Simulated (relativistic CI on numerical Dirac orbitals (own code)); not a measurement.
**What each ingredient does to the levels of Rb¹⁸⁺**

Base calculation: Dirac-Coulomb-Breit CI, orbitals from a KLI potential per configuration, model QED (radiative potential, 1s self-energy scaled to tabulated hydrogen-like ionisation energies), unscaled Slater integrals.

Configuration list (outside the closed core [Ne]): 3s2 3p6 3d, 3s2 3p5 3d2, 3s 3p6 3d2, 3s2 3p6 4s, 3s2 3p6 4p, 3s2 3p6 4d, 3s2 3p6 4f, 3s2 3p5 3d 4s, 3s2 3p5 3d 4p, 3s2 3p6 5s, 3s2 3p5 3d 4d, 3s 3p6 3d 4s, 3s2 3p6 5p, 3s2 3p6 5d, 3s 3p6 3d 4p, 3s2 3p5 3d 4f, 3s2 3p6 5f, 3p6 3d2 4p, 3s2 3p6 5g, 3s 3p6 3d 4d, 3s2 3p6 6s, 3p6 3d3, 3p5 3d4, 3p6 3d2 4s, 3p5 3d3 4s, 3p6 3d2 4d, 3p5 3d3 4d. Double excitations out of closed p, d and f shells are left out; levels of such configurations are missing from the list, as are those of other unlisted configurations, and high levels can miss mixing partners. These lack a partner that the ground configuration has and come out too high: 3s2 3p5 3d 4p, 3s2 3p5 3d 4f.

Variants: (1) one mean potential for all configurations. Shifts of the energy above 3s2 3p6 3d 2D_3/2, in cm⁻¹, for the lowest level and the first level of each name with at least 55 % of one term (blank where a level changes its place among those of its configuration and J or its character, or is not in the variant):

```tsv
Level	Base	Δ(1)
3s2 3p6 3d 2D_3/2	0	0
3s2 3p6 3d 2D_5/2	18166	+13
3s2 3p5 3d2 4D°_1/2	745178	-151
3s2 3p5 3d2 4D°_3/2	750841	-151
3s2 3p5 3d2 4D°_5/2	761036	-150
3s2 3p5 3d2 4D°_7/2	775357	-150
3s2 3p5 3d2 4G°_9/2	794807	-133
3s2 3p5 3d2 4G°_7/2	797212	-134
3s2 3p5 3d2 4G°_11/2	797439	-134
3s2 3p5 3d2 4P°_5/2	809792	-141
3s2 3p5 3d2 4P°_3/2	819798	-140
3s2 3p5 3d2 4P°_1/2	833956	-141
3s2 3p5 3d2 2D°_5/2	835906	-150
3s2 3p5 3d2 4F°_9/2	837497	-140
3s2 3p5 3d2 2H°_11/2	861722	-130
3s2 3p5 3d2 2P°_1/2	866547	-151
3s2 3p5 3d2 2H°_9/2	898836	-128
3s2 3p5 3d2 2G°_9/2	935473	-142
3s2 3p5 3d2 2S°_1/2	973537	-129
3s2 3p5 3d2 2P°_3/2	1009306	-117
3s 3p6 3d2 4F_3/2	1502109	+204
3s 3p6 3d2 4F_5/2	1508362	+195
```

At this charge energies of transitions that change n are usually good to better than 1 %, and those within a shell (Δn = 0) to a few per cent.

Ionisation energy from the two ground configurations alone: base 705.619 eV. The NIST ASD value (theoretical) is 706 eV.

LS names give the leading component of a level, which can be under half, so a name can repeat, a term be missing and a line seem to break the LS rules.
